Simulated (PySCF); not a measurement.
Bonds (- single, = double, # triple, : aromatic): F1-C2 1.353 Å, C2=C3 1.325 Å, C3-O4 1.373 Å, O4-C5 1.380 Å, C5-F6 1.385 Å, C5-C7 1.528 Å, C7-C8 1.529 Å, C8-C2 1.494 Å. C3 carries H9; C5 carries H10; C7 carries H11, H12; C8 carries H13, H14. Stereochemistry as in FC1=CO[C@@H](F)CC1. H12, H13 are cis to F6 on the ring; H11, H14 are trans to F6 on the ring.

Geometry: GFN2-xTB; GIAO shifts from PySCF 2.14.0 with density-fitted response routines, gas phase, non-relativistic, averaged over equivalent atoms.

At HCTH407/6-31G (84 basis functions, of the order of 40 core-seconds):
```json
{"atoms": "F1", "δ (ppm)": "-164.7"}
{"atoms": "F6", "δ (ppm)": "-168.9"}
{"atoms": "C2", "δ (ppm)": "142.1"}
{"atoms": "C3", "δ (ppm)": "119.6"}
{"atoms": "C5", "δ (ppm)": "102.7"}
{"atoms": "C7", "δ (ppm)": "28.5"}
{"atoms": "C8", "δ (ppm)": "22.0"}
{"atoms": "O4", "δ (ppm)": "107.4"}
{"atoms": "H9", "δ (ppm)": "6.63"}
{"atoms": "H10", "δ (ppm)": "6.08"}
{"atoms": "H13", "δ (ppm)": "2.97"}
{"atoms": "H14", "δ (ppm)": "2.07"}
{"atoms": "H12", "δ (ppm)": "2.03"}
{"atoms": "H11", "δ (ppm)": "1.83"}
```

Shifts are taken against calculated references (same method and geometry level): ¹⁹F (143.97 ppm) against CFCl3; ¹³C (196.61 ppm), ¹H (33.04 ppm) against TMS; ¹⁷O (314.40 ppm) against H2O.

Task: Predict the values at LDA/6-311+G(2d,p) on the same geometry.

Result: 
| atoms | δ at LDA/6-311+G(2d,p) | change |
| --- | --- | --- |
| F1 | -175.1 | -10.4 |
| F6 | -169.8 | -0.9 |
| C2 | 161.8 | +19.7 |
| C3 | 134.6 | +15.0 |
| C5 | 112.1 | +9.4 |
| C7 | 30.0 | +1.5 |
| C8 | 21.7 | -0.3 |
| O4 | 141.2 | +33.8 |
| H9 | 6.87 | +0.24 |
| H10 | 6.40 | +0.32 |
| H13 | 2.96 | -0.01 |
| H14 | 2.39 | +0.32 |
| H12 | 2.30 | +0.27 |
| H11 | 1.93 | +0.10 |

Referencing at the same level of theory: ¹⁹F (σ = 129.73 ppm) against CFCl3; ¹³C (σ = 184.19 ppm) and ¹H (σ = 31.52 ppm) vs TMS; H2O for ¹⁷O (σ = 332.37 ppm).

The largest change is at O4 (ether oxygen). Cost: 252 basis functions, of the order of 2.1 core-minutes. The order of the carbon signals is the same at both levels.

Unscaled 19F shifts against computed CFCl3 carry errors that often reach 10 to 50 ppm. Experimental scales use liquid or dissolved standards, which lie at an offset from isolated H2O (liquid H2O: subtract about 36 ppm).
